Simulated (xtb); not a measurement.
chloro(difluoro)methane (CHClF2), SMILES ClC(F)F. All values are semi-empirical tight-binding results from xtb (GFN2-xTB unless named), good for trends rather than for accurate numbers. Geometry: GFN2-xTB.

```json
{
  "point_group_as_xtb_finds_it": "Cs",
  "orbital_gap": "7.01 eV",
  "dipole_moment": "1.82 D",
  "zero_point_energy": "13.4 kcal/mol",
  "G − E(el) at 298.15 K (modified RRHO)": "-3.8 kcal/mol",
  "static polarisability (D4 model)": "32.1 bohr³",
  "solvation energy, GFN2-xTB/ALPB(water)": "-1.0 kcal/mol",
  "solvation energy, GFN2-xTB/ALPB(dmf)": "-2.2 kcal/mol"
}
```
